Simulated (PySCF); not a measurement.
# Ionisation energy of As⁺ by level of theory

As⁺ [Ar] 3d10 4s2 4p2 (3P) → As²⁺ [Ar] 3d10 4s2 4p1 (2P), as a difference of total energies. Calculation: PySCF 2.14, in aug-cc-pVQZ-DK; scalar relativity by spin-free X2C-1e. Correlated levels: valence: [Ar] 3d10 frozen. The calculations carry no spin-orbit coupling.

```csv
method,ionisation energy (eV),plus first-order spin-orbit estimate,error of that sum (eV)
UHF,17.979,17.946,-0.643
MP2 (valence),18.386,18.353,-0.236
SCS-MP2 (valence),18.312,18.278,-0.311
CCSD (valence),18.407,18.374,-0.215
CCSD(T) (valence),18.436,18.403,-0.186
```

Reference: 18.589 eV (measured; NIST Atomic Spectra Database, ionization energies).

A first-order spin-orbit estimate (lowest level to lowest level, LS coupling) adds -0.034 eV.

Errors of the correlated levels include the incompleteness of this basis and the frozen core.
